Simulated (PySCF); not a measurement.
Working out the excitation energy of In⁺

In⁺ [Kr] 4d10 5s2 (1S) → In⁺ [Kr] 4d10 5s1 5p1 (3P). Calculation: PySCF 2.14, in def2-TZVPPD with the def2 core potential (28 electrons) (7s5p4d2f, 56 functions); scalar relativity through the core potential. Frozen: nothing. Energies in hartree (1 hartree = 27.21139 eV):

| part | In⁺ (lower) | In⁺ (upper) |
| --- | --- | --- |
| UHF | -189.018398 | -188.868273 |
| MP2 opposite-spin | -0.199134 | -0.156261 |
| MP2 same-spin | -0.103107 | -0.093506 |

Task: What does Hartree-Fock give?

Result: (-188.868273) − (-189.018398) = 0.150125 hartree = 4.085 eV.

Task: What do MP2 and SCS-MP2 (6/5 opposite-spin, 1/3 same-spin) give?

Result: The opposite-spin parts differ by 1.167 eV and the same-spin parts by 0.261 eV. MP2: 4.085 + (1.167) + (0.261) = 5.513 eV. SCS-MP2: 4.085 + 1.2 × (1.167) + (0.261)/3 = 5.572 eV.

Measured between the centres of the two terms (NIST): 5.531 eV, so MP2 (valence and next inner shell) is off by -0.018 eV.

What remains against the reference includes basis incompleteness and correlation beyond second order.
